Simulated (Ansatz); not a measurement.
Geometry optimisation, RKS PBE0-D4/def2-SVP (Ansatz 0.2.0).

Input file:

```yaml
crystal:
  periodic: [false, false, false]
  atoms:
    - { symbol: Ti, position_ang: [0.0, 0.0, 0.0] }
    - { symbol: F, position_ang: [0.0, 0.0, 2.18] }
    - { symbol: Cl, position_ang: [2.2349, 0.0, -0.7892] }
    - { symbol: Cl, position_ang: [-1.1163, 1.9339, -0.7892] }
    - { symbol: Cl, position_ang: [-1.1163, -1.9339, -0.7892] }
    - { symbol: H, position_ang: [-1.898, 0.0, 0.6306] }
    - { symbol: H, position_ang: [-1.3995, 0.0, 1.6182] }
basis:
  gaussian: { orbitals: def2-SVP }
hamiltonian:
  xc: pbe0
  dispersion: d4
relax:
  f_tol: 0.15
  max_steps: 25
  restrain:
    - { distance: [0, 5], at: 1.7, k: 30.0 }
    - { distance: [6, 1], at: 0.92, k: 30.0 }
    - { distance: [0, 1], at: 3.03, k: 30.0 }
    - { distance: [6, 5], at: 1.86, k: 30.0 }
output:
  orbitals: {}
```

Launched with:

```bash
$ ansatz run input.yaml --threads 4 --pin off --max-ram 5120MiB --backend cpu --events-out ev --progress --plain --runs-dir out
```

Q: Where does it end, and by what steps?

A: It converged. The restraints hold the end off the free minimum; the threshold counts their pulls, which the force column leaves out. Restrained pairs: Ti1–H6 (2.00 → 1.69 Å), F2–H7 (1.51 → 0.92 Å), Ti1–F2 (2.18 → 3.03 Å), H6–H7 (1.11 → 1.86 Å). After 8 steps the energy has fallen by 1.584 eV (the restraints' own energy left out); H7 moved furthest, 1.00 Å.

```
step  energy less start (eV)  largest force component (eV/Å)  accepted
   0                  0.0000                           3.097       yes
   1                  0.4531                           2.887       yes
   2                 -0.0634                           2.630       yes
   3                 -0.3565                           2.791       yes
   4                 -0.9335                           0.795       yes
   5                 -1.2526                           2.069       yes
   6                 -1.4943                           0.411       yes
   7                 -1.5739                           0.288       yes
   8                 -1.5837                           0.209       yes
```

```xyz
7
Properties=species:S:1:pos:R:3
Ti -0.444 0.000 -0.494
F 0.053 0.000 2.494
Cl 1.696 0.000 -0.145
Cl -1.074 1.784 -1.511
Cl -1.074 -1.784 -1.511
H -1.582 0.000 0.756
H -0.870 0.000 2.472
```

Time of the run: 25 s on 4 threads of Arm Neoverse V1, with other jobs on the host, peak memory 0.29 GiB.
